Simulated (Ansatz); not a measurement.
A set of 12 reactions (silylene extrusion), with CCSD(T)/CBS values in kJ/mol:

| reaction | ΔE |
| --- | --- |
| `O[SiH2]F` → H₂ + `O[Si]F` | 155.6 |
| `CC(C)[SiH](F)F` → `CC(C)[Si]F` + H–F | 353.3 |
| `O[SiH](F)[SeH]` → `O[Si]F` + H₂Se | 205.9 |
| `N[SiH2]O[Si](N)(O)O` → `N[Si](O)(O)O` + `N[SiH]` | 285.1 |
| `C=C(C)[SiH3]` → `C=CC` + `[SiH2]` | 233.0 |
| `F[SiH]([SiH3])O[SiH3]` → `[SiH3]O[SiH3]` + `F[SiH]` | 219.4 |
| `CC(C)[Si](F)(C(C)C)C(C)C` → `CC(C)C(C)C` + `CC(C)[Si]F` | 220.4 |
| `O=C=N[SiH2]F` → `N=C=O` + `F[SiH]` | 305.7 |
| `O[SiH2][SiH2]O[SiH3]` → `O[SiH]` + `[SiH3]O[SiH3]` | 168.5 |
| `O[SiH2]C1=NC1` → `C1=NC1` + `O[SiH]` | 207.6 |
| `BN[SiH2]Cl` → `BN` + `[SiH]Cl` | 247.2 |
| `O[SiH](O)N[SiH](O)Cl` → `N[SiH](O)Cl` + `O[Si]O` | 219.1 |

Gas-phase electronic energies from Ansatz, PBE0-D4/def2-TZVP geometries. CCSD(T)/CBS adds triple-zeta CCSD(T) − MP2 to the extrapolated MP2 energy (def2 sets, frozen cores). This one scheme is used for every species. Functionals use def2-TZVPP. B3LYP here is the variant with VWN-RPA as its local correlation; programs differ in this. For Se outer-core shells are correlated without core-valence functions, which leaves a few kJ/mol of doubt a bond. Scalar relativity is left out up to krypton. One conformer a species, not always the lowest.

Task: Give the mean, mean absolute and largest difference (level minus CCSD(T)/CBS, kJ/mol) for: PBE0-D4, B3LYP-D4, ωB97X-V, ωB97M-V, B2PLYP, PBE0, B3LYP, MP2/def2-TZVPP, SCS-MP2/def2-TZVPP, CCSD/def2-TZVPP, MP2/def2-QZVPP, SCS-MP2/def2-QZVPP, HF/CBS(def2), CCSD/CBS(def2). (Best estimate.)

Result: The calculation gave: 
| level | mean | mean absolute | largest |
| --- | --- | --- | --- |
| PBE0-D4 | 7.4 | 7.4 | 19.4 |
| B3LYP-D4 | -6.8 | 6.8 | -13.7 |
| ωB97X-V | 7.8 | 7.8 | 12.8 |
| ωB97M-V | -8.7 | 8.7 | -15.1 |
| B2PLYP | -8.8 | 9.0 | -17.7 |
| PBE0 | -1.4 | 5.6 | -11.2 |
| B3LYP | -22.3 | 22.3 | -37.4 |
| MP2/def2-TZVPP | 10.6 | 10.6 | 16.2 |
| SCS-MP2/def2-TZVPP | 1.2 | 4.5 | -8.3 |
| CCSD/def2-TZVPP | -6.3 | 6.7 | -12.1 |
| MP2/def2-QZVPP | 13.5 | 13.5 | 19.5 |
| SCS-MP2/def2-QZVPP | 4.5 | 6.0 | 11.0 |
| HF/CBS(def2) | -5.5 | 14.5 | -33.0 |
| CCSD/CBS(def2) | -1.3 | 2.5 | -5.8 |

The largest T1 diagnostic in the set is 0.018, for `N=C=O` (customary mark 0.02).

CCSD(T)/CBS is a level of theory with its own doubt, and the functionals carry their triple-zeta basis error, so these figures describe this set and don't rank the functionals.
